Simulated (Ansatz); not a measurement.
Ansatz results at the PBE0-D4/def2-TZVP geometry: size of the dipole moment (ωB97M-V/def2-TZVPP) 1.54 D; HOMO–LUMO gap (ωB97M-V/def2-TZVPP) 8.62 eV; LUMO energy (PBE0/def2-TZVPP) -2.41 eV.

Each molecule was computed in one conformer, which needn't be the lowest.

(1) Which molecule gave them?
A. `FCC=C=S`
B. `C[Si](O)(F)[AlH][OH]`
C. `C=C([SiH3])SS`
D. `BCCCl`

Answers

(1) A. The others give `BCCCl`: 2.19, 11.13, -1.47; `C=C([SiH3])SS`: 1.11, 10.03, -0.92; `C[Si](O)(F)[AlH][OH]`: 2.39, 9.58, -1.39.
